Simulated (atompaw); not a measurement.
**Reading a pseudo-wave (W (Z = 74))**

Columns: radius, all-electron u(r) and pseudo u(r) of the 6p shell (level -1.36 eV) of tungsten in the configuration [Kr] 4d10 4f14 5s2 5p6 5d4 6s2 6p0; PBE, scalar-relativistic, PAW (atompaw) scheme, atompaw 4.2.0.5.

```json
{"r (bohr)": "0.100", "all-electron": "-0.0400", "pseudo": "-0.0002"}
{"r (bohr)": "0.200", "all-electron": "-0.0387", "pseudo": "-0.0006"}
{"r (bohr)": "0.300", "all-electron": "0.0855", "pseudo": "-0.0013"}
{"r (bohr)": "0.400", "all-electron": "0.1125", "pseudo": "-0.0018"}
{"r (bohr)": "0.500", "all-electron": "0.0525", "pseudo": "-0.0020"}
{"r (bohr)": "0.600", "all-electron": "-0.0356", "pseudo": "-0.0015"}
{"r (bohr)": "0.700", "all-electron": "-0.1141", "pseudo": "0.0001"}
{"r (bohr)": "0.800", "all-electron": "-0.1677", "pseudo": "0.0031"}
{"r (bohr)": "0.900", "all-electron": "-0.1940", "pseudo": "0.0081"}
{"r (bohr)": "1.000", "all-electron": "-0.1964", "pseudo": "0.0152"}
{"r (bohr)": "1.100", "all-electron": "-0.1799", "pseudo": "0.0248"}
{"r (bohr)": "1.200", "all-electron": "-0.1497", "pseudo": "0.0372"}
{"r (bohr)": "1.300", "all-electron": "-0.1104", "pseudo": "0.0523"}
{"r (bohr)": "1.400", "all-electron": "-0.0655", "pseudo": "0.0703"}
{"r (bohr)": "1.500", "all-electron": "-0.0180", "pseudo": "0.0910"}
{"r (bohr)": "1.600", "all-electron": "0.0302", "pseudo": "0.1142"}
{"r (bohr)": "1.700", "all-electron": "0.0776", "pseudo": "0.1397"}
{"r (bohr)": "1.800", "all-electron": "0.1233", "pseudo": "0.1669"}
{"r (bohr)": "1.900", "all-electron": "0.1664", "pseudo": "0.1955"}
{"r (bohr)": "2.000", "all-electron": "0.2068", "pseudo": "0.2249"}
{"r (bohr)": "2.100", "all-electron": "0.2443", "pseudo": "0.2545"}
{"r (bohr)": "2.200", "all-electron": "0.2786", "pseudo": "0.2837"}
{"r (bohr)": "2.300", "all-electron": "0.3098", "pseudo": "0.3119"}
{"r (bohr)": "2.400", "all-electron": "0.3381", "pseudo": "0.3387"}
{"r (bohr)": "2.500", "all-electron": "0.3634", "pseudo": "0.3635"}
{"r (bohr)": "2.600", "all-electron": "0.3859", "pseudo": "0.3859"}
```

Q: How many radial nodes do the two functions have?

A: The all-electron 6p function has n − l − 1 = 4 (the table is too coarse to show those close to the nucleus); the pseudo-wave has 1, since 1 lower shell of the same l stays in the valence.

Q: Is the pseudo-wave norm-conserving?

A: No, it belongs to a PAW set: the norm inside the radius is not constrained, and the difference is carried by the augmentation charge.
